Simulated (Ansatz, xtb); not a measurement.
## C4H5NS2: which of two isomers lies lower

Structure X: `Nc1ccsc1S`, a singlet. Structure Y: `Nc1sccc1S`, a singlet. Both are isolated molecules in the gas phase, relaxed with PBE0-D3(BJ)/def2-SVP; the shapes shown needn't be the lowest conformers.

X (Å):

```yaml
atoms:
  - { symbol: C, position_ang: [-0.7363, 0.5016, -0.2549] }
  - { symbol: C, position_ang: [-2.1196, 0.6322, -0.5990] }
  - { symbol: C, position_ang: [-2.9451, 0.5732, 0.4909] }
  - { symbol: C, position_ang: [-0.5648, 0.3336, 1.1121] }
  - { symbol: N, position_ang: [0.2917, 0.5855, -1.1620] }
  - { symbol: S, position_ang: [-2.0844, 0.3775, 1.9561] }
  - { symbol: S, position_ang: [0.9712, 0.1883, 1.9341] }
  - { symbol: H, position_ang: [1.1940, 0.2973, -0.7984] }
  - { symbol: H, position_ang: [0.0960, 0.2508, -2.0959] }
  - { symbol: H, position_ang: [-2.4763, 0.7745, -1.6204] }
  - { symbol: H, position_ang: [-4.0321, 0.6470, 0.4977] }
  - { symbol: H, position_ang: [1.0180, -1.1637, 2.0509] }
```

Y (Å):

```yaml
atoms:
  - { symbol: C, position_ang: [-0.7136, 0.2976, -0.7036] }
  - { symbol: C, position_ang: [-2.9731, -0.0151, 0.3111] }
  - { symbol: C, position_ang: [-1.9799, -0.0149, 1.2423] }
  - { symbol: C, position_ang: [-0.6802, 0.1770, 0.6755] }
  - { symbol: N, position_ang: [0.3519, 0.4149, -1.5540] }
  - { symbol: S, position_ang: [-2.3401, 0.1800, -1.2923] }
  - { symbol: S, position_ang: [0.8440, 0.2036, 1.5656] }
  - { symbol: H, position_ang: [0.2161, 0.9590, -2.3962] }
  - { symbol: H, position_ang: [1.2237, 0.6041, -1.0671] }
  - { symbol: H, position_ang: [-4.0466, -0.1185, 0.4559] }
  - { symbol: H, position_ang: [-2.1478, -0.1348, 2.3131] }
  - { symbol: H, position_ang: [0.8147, 1.4998, 1.9630] }
```

Which of the two would you expect CCSD(T)/def2-SVP + ΔMP2/def2-TZVPP electronic energies to favour?

CCSD(T)/def2-SVP + ΔMP2/def2-TZVPP gives E(Y) − E(X) = +1.55 kcal/mol, favouring structure X, but this leans on the basis-set step: CCSD(T) alone gives +0.94 kcal/mol.

How the difference moves with the method:

```csv
level,geometry,E(Y) − E(X) (kcal/mol),departure from the last row (kcal/mol),"job, with rough time for the two"
PBE0-D3(BJ)/def2-SVP,PBE0-D3(BJ)/def2-SVP,+1.12,−0.43,"optimisation, 97 s"
HF/def2-SVP,PBE0-D3(BJ)/def2-SVP,+0.45,−1.10,part of the CCSD(T) run
MP2/def2-SVP,PBE0-D3(BJ)/def2-SVP,+1.25,−0.30,part of the CCSD(T) run
CCSD(T)/def2-SVP,PBE0-D3(BJ)/def2-SVP,+0.94,−0.61,single point
CCSD(T)/def2-SVP + ΔMP2/def2-TZVPP,PBE0-D3(BJ)/def2-SVP,+1.55,,"single point, 1.9 min"
```

As drawn, both hold the same kinds of bond in the same numbers.

HF/def2-SVP finds them nearly level. The largest departure from CCSD(T)/def2-SVP + ΔMP2/def2-TZVPP is that of HF/def2-SVP, 1.10 kcal/mol. No reliable frequencies are at hand for X or Y, so they aren't confirmed as minima. Levels run at GFN2-xTB geometries aren't shown. The last row adds to CCSD(T) the change of the MP2 difference between the two basis sets, here +0.61 kcal/mol.

The correlated steps freeze 15 core orbitals. Programs: Ansatz 0.2.0, xtb 6.7.1; the last row on 2 threads of Arm Neoverse V1 on a shared host.
